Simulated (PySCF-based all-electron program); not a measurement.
The numbers below are computed, except where a source is named.
## BeH, doublet: squeezing and stretching

Method: all-electron DFT (in-house code on PySCF), basis-limit composite values; the spin-free Dirac equation, no spin–orbit coupling, spin-unrestricted, lowest state found (another of this spin can lie close). Forces are good to about 0.002 eV/Å. A positive force pushes the atoms apart.

```tsv
r (Å)	PBE (eV/Å)
1.2087	2.695
1.343	0.150
1.4773	?
```

Task: What does PBE give at the lengths left open?

Result: 1.4773 Å: -1.260 eV/Å.

Task: Between which listed lengths does the PBE force vanish, and at which of the two is it smaller?

Result: Between 1.343 and 1.477 Å. The force is smaller at 1.343 Å.
